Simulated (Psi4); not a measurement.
H3S (SMILES [SH3+]), charge +1, singlet, at a GFN2-xTB geometry; Psi4 1.11 with TPSS/def2-SV(P).

Input for Psi4:
```
memory 2 GB

molecule {
1 1
S     0.10558214   -0.00190789    0.04613646
H    -0.31822157    0.99705449   -0.76565970
H    -0.35082551   -0.98045104   -0.77282250
H    -1.02026722    0.01392277    0.80029891
}

set {
  basis def2-sv(p)
  e_convergence 1e-10
}

energy('tpss')
print_variables()
```

Q: Write the output that Psi4 gives for this input, abridged.

A: 
```
   => Loading Basis Set <=

    Name: DEF2-SV(P)
    Role: ORBITAL
    Keyword: BASIS

         ---------------------------------------------------------
                                   SCF
               by Justin Turney, Rob Parrish, Andy Simmonett
                          and Daniel G. A. Smith
                              RKS Reference
         ---------------------------------------------------------

  ==> Geometry <==

    Molecular point group: c1
    Full point group: C1

    Geometry (in Angstrom), charge = 1, multiplicity = 1:

       Center              X                  Y                   Z               Mass
    ------------   -----------------  -----------------  -----------------  -----------------
         S            0.057771871716    -0.001043948458     0.025244699113    31.972071174400
         H           -0.366031838284     0.997918431542    -0.786551460887     1.007825032230
         H           -0.398635778284    -0.979587098458    -0.793714260887     1.007825032230
         H           -1.068077488284     0.014786711542     0.779407149113     1.007825032230

  Running in c1 symmetry.

  Rotational constants: A =      4.89693  B =      4.89693  C =      4.27614 [cm^-1]
  Rotational constants: A = 146806.17803  B = 146806.17788  C = 128195.53771 [MHz]
  Nuclear repulsion =   19.545770213153933

  Charge       = 1
  Multiplicity = 1
  Electrons    = 18
  Nalpha       = 9
  Nbeta        = 9

  ==> Algorithm <==

  SCF Algorithm Type is DF.
  DIIS enabled.
  MOM disabled.
  Fractional occupation disabled.
  Guess Type is SAD.
  Energy threshold   = 1.00e-10
  Density threshold  = 1.00e-06
  Integral threshold = 1.00e-12

  ==> Primary Basis <==

  Basis Set: DEF2-SV(P)
    Blend: DEF2-SV(P)
    Number of shells: 14
    Number of basis functions: 24
    Number of Cartesian functions: 25
    Spherical Harmonics?: true
    Max angular momentum: 2

  ==> DFT Potential <==

   => LibXC <=

    Version 7.1.2
    S. Lehtola, C. Steigemann, M. J. T. Oliveira, and M. A. L. Marques,  SoftwareX 7, 1–5 (2018) (10.1016/j.softx.2017.11.002)

   => Composite Functional: TPSS <=

    TPSS Meta-GGA XC Functional

    J. Tao, et al., Phys. Rev. Lett., 91, 146401, 2003

    Deriv               =              1
    GGA                 =           TRUE
    Meta                =           TRUE

    Exchange Hybrid     =          FALSE
    MP2 Hybrid          =          FALSE

   => Exchange Functionals <=

    1.0000   XC_MGGA_X_TPSS

   => Correlation Functionals <=

    1.0000   XC_MGGA_C_TPSS

   => LibXC Density Thresholds  <==

    XC_MGGA_C_TPSS:  1.00E-15
    XC_MGGA_X_TPSS:  1.00E-15

   => Molecular Quadrature <=

    Radial Scheme          =       TREUTLER
    Pruning Scheme         =           NONE
    Nuclear Scheme         =       TREUTLER

    Blocking Scheme        =         OCTREE
    BS radius alpha        =              1
    Pruning alpha          =              1
    Radial Points          =             75
    Spherical Points       =            302
    Total Points           =          86807
    Total Blocks           =            692
    Max Points             =            256
    Max Functions          =             24
    Weights Tolerance      =       1.00E-15

   => Loading Basis Set <=

    Name: (DEF2-SV(P) AUX)
    Role: JKFIT
    Keyword: DF_BASIS_SCF

  ==> Integral Setup <==

  SCF_SUBTYPE=INCORE selected. In-core MEM_DF algorithm will be used.
  Using in-core AOs.

  ==> MemDFJK: Density-Fitted J/K Matrices <==

    J tasked:                   Yes
    K tasked:                    No
    wK tasked:                   No
    Algorithm:                 Core
    Schwarz Cutoff:           1E-12
    Mask sparsity (%):       0.0000
    Fitting Condition:        1E-10

   => Auxiliary Basis Set <=

  Basis Set: (DEF2-SV(P) AUX)
    Blend: DEF2-UNIVERSAL-JKFIT
    Number of shells: 56
    Number of basis functions: 182
    Number of Cartesian functions: 215
    Spherical Harmonics?: true
    Max angular momentum: 4

  Minimum eigenvalue in the overlap matrix is 2.6733664548E-02.
  Reciprocal condition number of the overlap matrix is 6.6458902620E-03.
    Using symmetric orthogonalization.

  ==> Pre-Iterations <==

  SCF Guess: Superposition of Atomic Densities via on-the-fly atomic UHF (no occupation information).

   -------------------------
    Irrep   Nso     Nmo
   -------------------------
     A         24      24
   -------------------------
    Total      24      24
   -------------------------

  ==> Iterations <==

                           Total Energy        Delta E     RMS |[F,P]|

   @DF-RKS iter SAD:  -399.83911224564247   -3.99839e+02   0.00000e+00
   @DF-RKS iter   1:  -399.55068666811400    2.88426e-01   4.04449e-03 ADIIS/DIIS
   @DF-RKS iter   2:  -399.55199306622660   -1.30640e-03   2.73390e-03 ADIIS/DIIS
   @DF-RKS iter   3:  -399.55423380523587   -2.24074e-03   6.02020e-04 ADIIS/DIIS
   @DF-RKS iter   4:  -399.55436980029543   -1.35995e-04   8.01063e-05 DIIS
   @DF-RKS iter   5:  -399.55437227112014   -2.47082e-06   5.13249e-06 DIIS
   @DF-RKS iter   6:  -399.55437228162810   -1.05080e-08   5.80513e-08 DIIS
   @DF-RKS iter   7:  -399.55437228162924   -1.13687e-12   3.23145e-09 DIIS
  Energy and wave function converged.

  ==> Post-Iterations <==

   Electrons on quadrature grid:
      Ntotal   =   18.0000007942 ; deviation = 7.942e-07

    Orbital Energies [Eh]
    ---------------------

    Doubly Occupied:

[...]
    Virtual:

[...]
    Final Occupation by Irrep:
              A
    DOCC [     9 ]
    NA   [     9 ]
    NB   [     9 ]

  @DF-RKS Final Energy:  -399.55437228162924

   => Energetics <=

    Nuclear Repulsion Energy =             19.5457702131539328
    One-Electron Energy =                -583.6818344386282433
    Two-Electron Energy =                 191.0816024254943670
    DFT Exchange-Correlation Energy =     -26.4999104816492626
    Empirical Dispersion Energy =           0.0000000000000000
    VV10 Nonlocal Energy =                  0.0000000000000000
    Total Energy =                       -399.5543722816292416

Computation Completed

Properties will be evaluated at   0.000000,   0.000000,   0.000000 [a0]

Properties computed using the SCF density matrix

 Multipole Moments:

 ------------------------------------------------------------------------------------
     Multipole            Electronic (a.u.)      Nuclear  (a.u.)        Total (a.u.)
 ------------------------------------------------------------------------------------

 L = 1.  Multiply by 2.5417464519 to convert [e a0] to [Debye]
 Dipole X            :          0.9607286           -1.7166181           -0.7558895
 Dipole Y            :         -0.0173707            0.0310196            0.0136489
 Dipole Z            :          0.4198121           -0.7501143           -0.3303022
 Magnitude           :                                                    0.8250180

 ------------------------------------------------------------------------------------

  Variable Map:
  ----------------------------------------------------------------------------
[...]
  Array Variable Map:
  ----------------------------------------------------------------------------
[...]
[...]
```
